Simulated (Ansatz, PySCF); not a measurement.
Molecule: sum formula GeOF, net charge 0, doublet state. It need not be the lowest isomer of its formula. SMILES: [O]=[Ge][F]
Geometry: optimised at B3LYP-D3(BJ)/def2-TZVP (Ansatz, a program for electronic structure).

Property: atomisation energy (electronic, to ground-state atoms), in eV. Correlated levels leave the core frozen unless marked. Open shells are spin-unrestricted. Spin-orbit coupling is left out. The frozen core is the preceding noble-gas configuration, with the filled d and f shells of earlier blocks. Non-relativistic. The coupled-cluster limit lacks core correlation, which all-electron functionals hold. CBS marks a two-point X^-3 extrapolation of the correlation energy; Hartree-Fock from the larger set.

| level | program | atomisation energy (eV) |
|---|---|---|
| HF-D4/def2-TZVPD | PySCF + dftd4 | 5.51 |
| PBE-D3(BJ)/def2-TZVPD | Ansatz + dftd3 | 10.43 |
| PW6B95-D4/def2-TZVPD | PySCF + dftd4 | 9.67 |
| PBE-QIDH/def2-TZVPD | Ansatz | 9.10 |
| RI-MP2/cc-pVTZ | Ansatz | 9.21 |
| CCSD/cc-pVTZ | Ansatz | 8.75 |
| CCSD(T)/CBS(cc-pVTZ,cc-pVQZ) | Ansatz | 9.65 |

The T1 diagnostic of CCSD in the largest basis is 0.091, which is high, so the coupled-cluster rows are less sure than usual.
